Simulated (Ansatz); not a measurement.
A first, cheap relaxation of ClH$_{9}$Si$_{3}$Sn (`[SiH3][Sn]([SiH3])([SiH3])[Cl]`).

```yaml
crystal:
  periodic: [false, false, false]
  atoms:
    - {symbol: Si, position_ang: [-2.158700, 0.834800, 0.098500]}
    - {symbol: Sn, position_ang: [0.245100, 0.521400, -0.305900]}
    - {symbol: Si, position_ang: [1.365000, 0.169900, 1.886700]}
    - {symbol: Si, position_ang: [0.647600, -1.496400, -1.750700]}
    - {symbol: Cl, position_ang: [1.163000, 2.404000, -1.395500]}
    - {symbol: H, position_ang: [-2.398700, 2.080500, 0.934600]}
    - {symbol: H, position_ang: [-2.741000, -0.300700, 0.760500]}
    - {symbol: H, position_ang: [-2.843500, 1.098800, -1.210600]}
    - {symbol: H, position_ang: [2.838300, -0.029300, 1.714500]}
    - {symbol: H, position_ang: [1.205400, 1.355300, 2.771600]}
    - {symbol: H, position_ang: [0.811800, -1.010900, 2.583900]}
    - {symbol: H, position_ang: [0.020400, -2.671700, -1.052600]}
    - {symbol: H, position_ang: [1.961900, -1.693600, -1.987600]}
    - {symbol: H, position_ang: [-0.129700, -1.291200, -3.018500]}
basis:
  gaussian: {orbitals: def2-SVP}
hamiltonian: {xc: pbe, dispersion: d4}
relax: {f_tol: 0.03, max_steps: 200}
```

```sh
$ ansatz run in.yaml --threads 4 --pin off --events-out ev --progress --plain --max-ram 11315MiB
```

Shortened log:

```
Functional definition: PBE
mean field -42104.78259692 eV, -1547.3222207902 hartree, gradient 3.5e-5 eV, S^2 0.000000; 0 other end points of the search recorded, 0 dependent functions left out
relax step   1: F+E_penalty+E_count = -42105.22083429 eV  Δ(F+E_penalty+E_count) = +0.000e0 eV  max|allowed force component| = 3.568e0 eV/Å  Δτ_max = 0.0000 Å  (26 SCF iters, accepted)
mean field -42105.27359118 eV, -1547.3402644965 hartree, gradient 8.8e-6 eV, S^2 0.000000; 0 other end points of the search recorded, 0 dependent functions left out
relax step   2: F+E_penalty+E_count = -42105.68713984 eV  Δ(F+E_penalty+E_count) = -4.663e-1 eV  max|allowed force component| = 1.340e0 eV/Å  Δτ_max = 0.1933 Å  (27 SCF iters, accepted)
mean field -42105.31933105 eV, -1547.3419454056 hartree, gradient 1.0e-5 eV, S^2 0.000000; 0 other end points of the search recorded, 0 dependent functions left out
relax step   3: F+E_penalty+E_count = -42105.73530106 eV  Δ(F+E_penalty+E_count) = -4.816e-2 eV  max|allowed force component| = 2.406e-1 eV/Å  Δτ_max = 0.0978 Å  (26 SCF iters, accepted)
mean field -42105.34607870 eV, -1547.3429283636 hartree, gradient 6.9e-6 eV, S^2 0.000000; 0 other end points of the search recorded, 0 dependent functions left out
relax step   4: F+E_penalty+E_count = -42105.76075120 eV  Δ(F+E_penalty+E_count) = -2.545e-2 eV  max|allowed force component| = 5.016e-2 eV/Å  Δτ_max = 0.0755 Å  (28 SCF iters, accepted)
mean field -42105.34938408 eV, -1547.3430498341 hartree, gradient 8.8e-6 eV, S^2 0.000000; 0 other end points of the search recorded, 0 dependent functions left out
relax step   5: F+E_penalty+E_count = -42105.76402213 eV  Δ(F+E_penalty+E_count) = -3.271e-3 eV  max|allowed force component| = 9.526e-2 eV/Å  Δτ_max = 0.0462 Å  (26 SCF iters, accepted)
mean field -42105.35238021 eV, -1547.3431599398 hartree, gradient 9.7e-6 eV, S^2 0.000000; 0 other end points of the search recorded, 0 dependent functions left out
relax step   6: F+E_penalty+E_count = -42105.76695465 eV  Δ(F+E_penalty+E_count) = -2.933e-3 eV  max|allowed force component| = 6.002e-2 eV/Å  Δτ_max = 0.0886 Å  (27 SCF iters, accepted)
mean field -42105.35242685 eV, -1547.3431616538 hartree, gradient 8.9e-6 eV, S^2 0.000000; 0 other end points of the search recorded, 0 dependent functions left out
relax step   7: F+E_penalty+E_count = -42105.76727700 eV  Δ(F+E_penalty+E_count) = -3.223e-4 eV  max|allowed force component| = 2.530e-2 eV/Å  Δτ_max = 0.0109 Å  (27 SCF iters, accepted)
mean field -42105.35242685 eV, -1547.3431616538 hartree, gradient 8.8e-6 eV, S^2 0.000000; 1 other end points of the search recorded, 0 dependent functions left out
Total energy: -42105.76732533 eV, -1547.3584088917 hartree
Atom 0 at    -2.331942     0.952713     0.084542 Å, force     0.015002    -0.005000     0.004590 eV/Å
Atom 1 at     0.175314     0.363907    -0.205672 Å, force    -0.017447    -0.025301     0.012015 eV/Å
Atom 2 at     1.492363     0.193450     2.019925 Å, force    -0.008615    -0.003206    -0.009842 eV/Å
Atom 3 at     0.627342    -1.582752    -1.855488 Å, force     0.005497     0.007405     0.010121 eV/Å
Atom 4 at     1.108939     2.293378    -1.298519 Å, force     0.007439     0.013976    -0.008537 eV/Å
Atom 5 at    -2.464062     2.189890     0.929286 Å, force    -0.009257    -0.004947    -0.006223 eV/Å
Atom 6 at    -3.035841    -0.191407     0.767633 Å, force     0.002916     0.010461    -0.005235 eV/Å
Atom 7 at    -2.959376     1.185740    -1.262161 Å, force    -0.000197     0.001827     0.008695 eV/Å
Atom 8 at     2.956843     0.011593     1.730130 Å, force    -0.006176     0.003040     0.007230 eV/Å
Atom 9 at     1.284749     1.443687     2.829466 Å, force     0.006276    -0.007115     0.000065 eV/Å
Atom 10 at     0.991621    -0.992771     2.803097 Å, force     0.005761     0.010380    -0.004007 eV/Å
Atom 11 at     0.102003    -2.866587    -1.266548 Å, force     0.004272     0.008944    -0.006556 eV/Å
Atom 12 at     2.108020    -1.713353    -2.085274 Å, force    -0.011782    -0.005928    -0.005587 eV/Å
Atom 13 at    -0.069074    -1.316588    -3.161518 Å, force     0.006310    -0.004536     0.003269 eV/Å
Dipole moment:    -0.195120    -0.402201     0.227814 e Å
```

Run time 15 s (4 threads of an Intel Xeon Platinum 8259CL on a shared host); peak host memory 0.24 GiB.
